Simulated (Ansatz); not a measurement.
Geometry optimisation, DFT PBE-D3(BJ), scalar-relativistic, plane waves, PAW in Ansatz.

The input (input.yaml):

```yaml
crystal:
  lattice:
    - [6.32, 0.0, 0.0]
    - [0.0, 6.32, 0.0]
    - [0.0, 0.0, 6.32]
  atoms:
    - { symbol: W, position: [0.0, 0.0, 0.0] }
    - { symbol: W, position: [0.5, 0.0, 0.0] }
    - { symbol: W, position: [0.0, 0.5, 0.0] }
    - { symbol: W, position: [0.0, 0.0, 0.5] }
    - { symbol: W, position: [0.25, 0.25, 0.25] }
    - { symbol: W, position: [0.5, 0.5, 0.0] }
    - { symbol: W, position: [0.5, 0.0, 0.5] }
    - { symbol: W, position: [0.75, 0.25, 0.25] }
    - { symbol: W, position: [0.0, 0.5, 0.5] }
    - { symbol: W, position: [0.25, 0.75, 0.25] }
    - { symbol: W, position: [0.25, 0.25, 0.75] }
    - { symbol: W, position: [0.5, 0.5, 0.5] }
    - { symbol: W, position: [0.75, 0.75, 0.25] }
    - { symbol: W, position: [0.75, 0.25, 0.75] }
    - { symbol: W, position: [0.25, 0.75, 0.75] }
    - { symbol: W, position: [0.75, 0.75, 0.75] }
    - { symbol: F, position: [0.73381956, -0.13346053, 0.49847867] }
basis:
  ecutwfc: 420.0
kpoints:
  mp_grid: { grid: [3, 3, 3] }
hamiltonian:
  xc: pbe
  dispersion: d3bj
scf:
  occupations: { method: fermi_dirac, width: 0.05 }
  lower_state_search: "off"
relax:
  f_tol: 0.03
  max_steps: 60
  adjacent_minimum: "off"
```

Run as:

```bash
$ ansatz run input.yaml --threads 4 --pin off --max-ram 10240MiB --backend cpu --events-out ev --progress --plain --runs-dir out
```

Task: Where does it end, and by what steps?

Result: It converged. The force dipped under the threshold on the way, but the program's further checks kept it going. Limits of this set-up: coarse k mesh, odd electron count without spin. After 5 steps the energy has fallen by 4.844 eV; W7 moved furthest, 0.23 Å. The start is strongly strained (largest force component 14 eV/Å).

```
step  energy less start (eV)  largest force component (eV/Å)  accepted
   0                  0.0000                          13.907       yes
   1                 -4.4854                           1.605       yes
   2                 -4.6799                           0.726       yes
   3                 -4.8338                           0.220       yes
   4                 -4.8436                           0.012       yes
   5                 -4.8436                           0.012       yes
```

```xyz
17
Lattice="6.3200 0.0000 0.0000 0.0000 6.3200 0.0000 0.0000 0.0000 6.3200" Properties=species:S:1:pos:R:3
W 0.000 0.007 -0.001
W 3.148 0.007 -0.001
W 0.025 3.128 -0.001
W 0.178 0.127 3.159
W 1.574 1.606 1.549
W 3.123 3.128 -0.001
W 2.970 0.127 3.159
W 4.734 1.591 1.574
W 0.000 3.142 3.159
W 1.574 4.727 1.573
W 1.574 1.606 4.770
W 3.148 3.142 3.159
W 4.734 4.606 1.396
W 4.734 1.591 4.745
W 1.574 4.727 4.746
W 4.734 4.606 4.923
F 4.734 -0.793 3.159
```

Whether the end is a true minimum wasn't checked by a vibrational analysis.

Run time: 80 s on 4 threads of Arm Neoverse V1 (shared host), peak memory 1.1 GiB.
